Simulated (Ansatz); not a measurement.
Ansatz (a quantum-chemistry and plane-wave program) input:

Ansatz 0.2 input:
```yaml
crystal:
  periodic: [false, false, false]
  atoms:
    - {symbol: C, position_ang: [2.32964779, 0.63721886, 0.51672090]}
    - {symbol: O, position_ang: [1.23426588, -0.16971008, 0.88953495]}
    - {symbol: Ge, position_ang: [-0.30107379, -0.09073376, -0.05660446]}
    - {symbol: C, position_ang: [-0.99342399, 1.74602026, 0.02993916]}
    - {symbol: C, position_ang: [-1.45427561, -1.37262788, 0.86069644]}
    - {symbol: C, position_ang: [0.08208040, -0.61119238, -1.91208813]}
    - {symbol: H, position_ang: [3.15071598, 0.44092344, 1.20969391]}
    - {symbol: H, position_ang: [2.09470365, 1.70831038, 0.56751998]}
    - {symbol: H, position_ang: [2.68476491, 0.41505683, -0.49794762]}
    - {symbol: H, position_ang: [-1.11515992, 2.05235167, 1.06885788]}
    - {symbol: H, position_ang: [-1.96279817, 1.80553152, -0.46713450]}
    - {symbol: H, position_ang: [-0.31364646, 2.44130867, -0.46280689]}
    - {symbol: H, position_ang: [-1.00039893, -2.36299509, 0.83808973]}
    - {symbol: H, position_ang: [-2.43201733, -1.42283449, 0.38015846]}
    - {symbol: H, position_ang: [-1.58849647, -1.07404551, 1.90001143]}
    - {symbol: H, position_ang: [0.75178726, 0.10616822, -2.38664966]}
    - {symbol: H, position_ang: [-0.84266851, -0.64948754, -2.48974117]}
    - {symbol: H, position_ang: [0.54927680, -1.59564016, -1.93659847]}
basis:
  gaussian:
    orbitals: def2-TZVPD
hamiltonian:
  xc: {name: B2PLYP}
total_charge: 1
magnetization: {spin_polarized: true, initial_magnetization: 1}
correlation: {electrons: outside_noble_gas}
```

**Question.** What final total energy does it print?

**Answer.** -2311.03401 Eh (B2PLYP/def2-TZVPD). The basis has 350 functions.

This state (charge 1, doublet) is run at the relaxed geometry of the species with charge 0 and multiplicity 1.
